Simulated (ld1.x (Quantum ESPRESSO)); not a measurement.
**Scattering properties, TM potential for Rb**

- Element: rubidium (Rb)
- Generator: ld1.x (Quantum ESPRESSO) 7.5
- Type: norm-conserving Troullier–Martins (Kleinman–Bylander form)
- Functional: PBE
- Relativity: scalar-relativistic
- Frozen core: [Ar] 3d10
- Valence charge: 9
- Reference configuration: 4s2 4p6 4d0 5s0 5p0 (charge +1)
- Partial waves: 4p (bound): rc 1.60 bohr; 4d (bound, empty): rc 3.10 bohr; 4s (bound): rc 1.85 bohr
- Local potential: the s channel
- Core correction: a·sin(br)/r model core, default radius (core density twice the valence density)

The phase is arctan(r·u′/u) with u = r·R(r), unwrapped; energies in Ry, scanned from -5 to 5 Ry. A pole is an energy at which the radial function vanishes at the test radius. The pseudo phase is shifted by a multiple of π to meet the all-electron one at the reference energy, and phase errors are pseudo minus all-electron; the curves can meet again beyond the range given. Levels narrower than the energy grid can be missing from the lists of poles.

```csv
channel,radius (bohr),reference energy (Ry),"poles, all-electron","poles, pseudo",unbroken range about the reference energy with phases within 0.05 rad,phase error 1 Ry above the reference energy (rad)
s,3.35,-2.77,"-2.73, 1.50","-2.73, 1.26",below -0.6,-0.001
p,3.35,-1.59,"-1.49, 2.38","-1.49, 2.03",below 0.0,-0.007
d,3.35,-0.28,"0.35, 4.07","0.36, 4.37",below 1.4,+0.007
```

Phases in the s channel:

```tsv
E (Ry)	all-electron	pseudo
-5.00	1.421	1.421
-4.48	1.409	1.409
-3.96	1.394	1.394
-3.44	1.369	1.369
-2.92	1.263	1.262
-2.40	-1.767	-1.767
-1.88	-1.831	-1.831
-1.36	-1.916	-1.919
-0.84	-2.111	-2.129
-0.32	-2.929	-3.083
0.20	-4.247	-4.327
0.72	-4.558	-4.598
1.24	-4.674	-4.709
1.76	-4.744	-4.788
2.28	-4.805	-4.875
2.80	-4.877	-5.047
3.32	-5.003	-5.939
3.84	-5.408	-7.447
4.36	-7.015	-7.688
4.88	-7.558	-7.775
```
